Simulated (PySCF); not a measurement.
Electron correlation in Xe (xenon, neutral)

[Xe], closed-shell 1S. Computed with PySCF 2.14 in cc-pVTZ-PP with ECP28MDF, with a scalar-relativistic core potential. Frozen: 4s2 4p6 4d10; 8 electrons correlated.

MP2 pair energies summed by pair of shells (mhartree):

| pair | energy | share (%) |
| --- | --- | --- |
| 5p-5p | -106.43 | 72.9 |
| 5s-5p | -33.40 | 22.9 |
| 5s-5s | -6.14 | 4.2 |

Total MP2 correlation energy: -145.96 mhartree.

Same-spin part -35.94 and opposite-spin part -110.02 mhartree; SCS-MP2 scales them by 1/3 and 6/5 to -144.01 mhartree.

| level | correlation energy (mhartree) |
| --- | --- |
| CCSD | -161.09 |
| (T) | -4.86 |
| CCSD(T) | -165.95 |

Diagnostics: T1 = 0.0027, D1 = 0.0073, largest double amplitude 0.048.

Task: Is a single reference adequate?

Result: Yes, within this model without spin-orbit coupling: T1 lies below 0.03 and no double amplitude reaches 0.07.
